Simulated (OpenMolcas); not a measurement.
Br4+: effect of the level shift or regulariser

```json
{
 "Program": "OpenMolcas 26.06",
 "Basis": "ANO-RCC-VQZP [7s6p4d2f1g]",
 "Scalar Hamiltonian": "DKH2, point nucleus",
 "Active space": "3 electrons in 9 orbitals (RAS2 4s 4p; RAS3 4d, at most 2 electrons)",
 "State averaging": "2S+1 = 4 odd, 1 root; 2S+1 = 2 odd, 11 roots; 2S+1 = 4 even, 3 roots; 2S+1 = 2 even, 9 roots",
 "Spin-orbit coupling": "state interaction with AMFI integrals over the reference wave functions, term energies averaged over their components"
}
```

Methods on the same reference wave functions:
A. RASSCF
B. MS-RASPT2, IPEA 0.25 Eh, imaginary shift 0.1 Eh (closed shells correlated: 3d)
C. MS-RASPT2, IPEA 0.25 Eh, sigma2 regulariser 0.3 Eh (closed shells correlated: 3d)

Energies in cm-1 above 4s2 4p 2P* 1/2, the measured ground level; measured values from Moore, Atomic Energy Levels, vol. II, NSRDS-NBS 35 (1971 reprint of NBS Circular 467, 1952).

```
         Level       A       B       C  Measured
4s2 4p 2P* 1/2     0.0     0.0     0.0       0.0
4s2 4p 2P* 3/2    5356    5370    5370      6090
 4s 4p2 4P 1/2   88147   90670   90670          
 4s 4p2 4P 3/2   90252   92790   92790          
 4s 4p2 4P 5/2   93205   95730   95730          
 4s 4p2 2D 3/2  121087  121120  121120    122941
 4s 4p2 2D 5/2  121509  121560  121560    123628
 4s 4p2 2S 1/2  151445  149600  149600          
 4s 4p2 2P 1/2  161899  159700  159700    158158
 4s 4p2 2P 3/2  164756  162530  162530    161011
```

Deviations, from unrounded energies. A percentage is the sum of absolute deviations over the sum of measured energies, with the sign that they share, or ± where signs differ.

```json
{"Against measurement": "mean absolute deviation (cm-1)", "Levels": "5", "A": "2400", "B": "1500", "C": "1500"}
{"Against measurement": "fine structure of the ground term (%)", "Levels": "1", "A": "-12.1", "B": "-11.8", "C": "-11.8"}
{"Against measurement": "other configurations (%)", "Levels": "4", "A": "±2.0", "B": "±1.2", "C": "±1.2"}
```

B, C lie about equally close to measurement and A furthest from it. The largest miss of B in the table is 4s 4p2 2D 5/2, by -2100 cm-1. The ranking rests on the paired levels alone, and a cruder setting can come out closer through cancelling errors.

Between B and C the level of the table that moves most is 4s 4p2 2S 1/2, by 5.1 cm-1 (lowest in B, highest in C). Moves below CASPT2's spread within the term are not significant.

The two smallest mean deviations differ by little beside CASPT2's spread within terms, so their order carries little weight.

The lowest spin-free term lies below A's lowest term by 0.086 hartree in B, 0.086 hartree in C.

Active for correlation alone: 4d; no level in the range computed is led by a configuration that fills it, so any true level of that kind is missing. Measured partners are found by configuration, term and J. A level has none where our copy of the source lacks it or the pairing is in doubt (some pairs that miss far off the trend of their configuration count as doubtful), and it then counts in no deviation. Only configurations of the active space appear. The table leaves out levels that lie high or whose names do not pair safely across all columns.

* marks odd parity.
